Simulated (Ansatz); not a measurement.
Two isomers of C2H7FN2Si: A = `C=NC(F)N[SiH3]`, B = `NC/C(F)=N/[SiH3]`.

Isolated molecules relaxed with PBE0-D4/def2-TZVP in Ansatz; ΔE leaves out vibrations. CBS: MP2 limit from def2 TZ/QZ plus the TZ coupled-cluster correction, frozen cores. DFT in def2-TZVPP. B3LYP here is the variant with VWN-RPA as its local correlation; programs differ in this. Each species was taken in one conformer, which may not be the lowest.

A:

```xyz
13

C    -1.963    1.750    0.365
N    -1.295    1.083   -0.469
C    -0.004    0.596   -0.104
F     0.326    0.912    1.234
N     0.073   -0.788   -0.322
Si    1.550   -1.687   -0.298
H    -2.946    2.109    0.065
H    -1.611    1.989    1.370
H     0.750    1.127   -0.696
H    -0.809   -1.259   -0.192
H     1.301   -2.961   -1.016
H     2.567   -0.861   -0.999
H     2.062   -2.009    1.062
```

B:

Z-matrix (Å, degrees):
```
C
C 1 1.502
N 1 1.437 2 116.1
H 1 1.096 2 107.3 3 -123.7
H 1 1.096 2 107.3 3 123.7
N 2 1.237 1 127.3 3 0.1
F 2 1.360 1 109.7 3 -180.0
H 3 1.013 1 109.9 2 -57.9
H 3 1.013 1 109.9 2 58.1
Si 6 1.734 2 131.6 1 180.0
H 10 1.487 6 114.8 2 -0.0
H 10 1.484 6 107.0 2 -121.4
H 10 1.484 6 107.0 2 121.4
```

Problem. Which isomer does CCSD(T)/CBS put lower? Give the gap. (Best estimate.)

Solution. Computed: B, by 35.5 kJ/mol.

Problem. Give E(B) − E(A) in kJ/mol with CCSD/def2-TZVPP, MP2/def2-TZVPP, PBE0-D4, ωB97M-V, r2SCAN-D4, B3LYP-D4, B2PLYP. (An estimate is asked.)

Solution. Ansatz gave: CCSD/def2-TZVPP -35.1, MP2/def2-TZVPP -40.1, PBE0-D4 -44.7, ωB97M-V -39.6, r2SCAN-D4 -46.4, B3LYP-D4 -39.6, B2PLYP -39.7. None reverses the order clearly.

Largest T1 diagnostic: 0.013.
